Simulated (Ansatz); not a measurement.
One change: `NB(O)Cl` becomes `N=CB(O)Cl`.

Ansatz, PBE0-D4/def2-TZVP geometries, multiplicity 1. Each molecule was computed in one conformer, which needn't be the lowest.

```json
{"property": "size of the dipole moment (PBE/def2-TZVPP) / D", "`NB(O)Cl`": "1.16"}
{"property": "HOMO energy (PBE0/def2-TZVPP) / eV", "`NB(O)Cl`": "-8.09"}
{"property": "HOMO–LUMO gap (PBE0/def2-TZVPP) / eV", "`NB(O)Cl`": "8.88"}
{"property": "HOMO energy (ωB97M-V/def2-TZVPP) / eV", "`NB(O)Cl`": "-10.45"}
{"property": "LUMO energy (PBE/def2-TZVPP) / eV", "`NB(O)Cl`": "-0.03"}
{"property": "LUMO energy (B3LYP/def2-TZVPP) / eV", "`NB(O)Cl`": "0.41"}
```

Problem. What does the change do to each property? (Estimate.)

Solution. Computed: 
| property | `N=CB(O)Cl` | shift |
| --- | --- | --- |
| size of the dipole moment (PBE/def2-TZVPP) / D | 2.82 | 1.66 |
| HOMO energy (PBE0/def2-TZVPP) / eV | -7.66 | 0.43 |
| HOMO–LUMO gap (PBE0/def2-TZVPP) / eV | 5.74 | -3.14 |
| HOMO energy (ωB97M-V/def2-TZVPP) / eV | -10.04 | 0.41 |
| LUMO energy (PBE/def2-TZVPP) / eV | -2.91 | -2.88 |
| LUMO energy (B3LYP/def2-TZVPP) / eV | -2.13 | -2.54 |

With PBE0 the HOMO rises by 0.43 eV and the LUMO falls by 2.70 eV, so the gap narrows by about 3.13 eV. PBE moves the HOMO by 0.53 eV and ωB97M-V by 0.41 eV. The zero-point energy changes by 12.7 kJ/mol with +3 modes. Dipoles are sizes alone; their direction can turn.

B3LYP here is the variant with VWN-RPA as its local correlation; programs differ in this.
